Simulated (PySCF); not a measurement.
A structure optimised at PBE0-D3(BJ)/def2-SVP, used in a PySCF frequency run:

```
C
C 1 1.4834
H 2 1.1004 1 111.35
H 2 1.1010 3 108.62 1 -121.66
H 2 1.1089 3 107.04 4 -115.66
C 1 1.4834 2 123.38 3 -159.79
H 6 1.1004 1 111.35 2 159.79
H 6 1.1010 7 108.62 1 121.66
H 6 1.1089 7 107.04 8 115.66
Cl 1 1.7336 2 115.91 3 45.79
```
Charge 0, spin multiplicity 2.

Q: Write its SMILES, formula and point group.

A: C[C](C)Cl, C3H6Cl, Cs

Q: What are its rotational constants (standard atomic weights)?

A: 8.1701, 4.7501, 3.1364 GHz
